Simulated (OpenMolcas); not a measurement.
Pt2+ with its 8 nearest fluoride ions at 2.334 Å, on the Sr site of SrF2 (a = 5.796 Å, distance in the model lattice 2.510 Å). The rest of the host is ab initio model potentials to 7.6 Å and point charges beyond; the distance is set by hand and nothing relaxes. Ligand basis ANO-RCC-VDZP.

```yaml
Program: OpenMolcas
Method: CASSCF
Basis: ANO-RCC-VTZP [8s7p5d3f1g]
Scalar_Hamiltonian: DKH2, point nucleus
Active_space: 8 electrons in 5 orbitals (5d)
State_averaging: 2S+1 = 3 even, 10 roots; 2S+1 = 1 even, 15 roots
Spin-orbit_coupling: state interaction with AMFI integrals over the reference wave functions
```

Question: What is the spin-free ground state (labels of O, the rotations of Oh)?

Answer: 3T1, 3-fold in its orbital part, 97 % from free-ion F terms; it has the highest spin that d8 allows.

Question: Where is the first state of the same spin?

Answer: 3T2 at 7110 cm-1 above the ground state.

Question: What are the lowest two levels with spin-orbit coupling?

Answer: A 1-fold level A1, then a 3-fold level T1 1716 cm-1 above it. Their leading multiplicities are 3 (98 %) and 3 (98 %).

Question: What is χT at 300 K, and how does it compare with the textbook value?

Answer: The lowest level has 2S+1 = 3, for which the spin-only value is χT = S(S+1) / 2 = 1.000 cm3 K/mol (g = 2). The computed 0.840 at 300 K differs by -0.160, through orbital momentum, spin-orbit coupling and any other state in reach. With a threefold ground state the orbital momentum is unquenched, so the spin-only value is not expected to hold.

Question: Which ligand-field parameters describe the states?

Answer: A least-squares ligand-field fit to the states below 45000 cm-1, each weighted by its degeneracy and with a free common offset, gives 10Dq = -8141 cm-1 (negative for this site), B = 821 cm-1 and C = 3318 cm-1 (C/B = 4.04), with an rms deviation of 42 cm-1. The same method and metal basis give the free ion B = 865 cm-1 (fit to its terms below 60000 cm-1, rms deviation 8 cm-1), so the nephelauxetic ratio is β = 821 / 865 = 0.95; it hangs on how both fits weigh the states, and computed free-ion B values tend to be too large, so β mixes covalency with correlation.

Without dynamic correlation the repulsion within the d shell is too large (B by tens of per cent), so at a given field states of lower spin stand too high. Real 4d8 and 5d8 ions are as a rule square planar and diamagnetic. With metal d orbitals alone the field can be off either way by tens of per cent. Ligand-to-metal charge-transfer states are missing. With no ligand orbital active B as a rule stays too high, so bands that hang on it stand too high and its fall with covalency is understated. No measured value stands beside these numbers; the geometry was set by hand and not optimised.
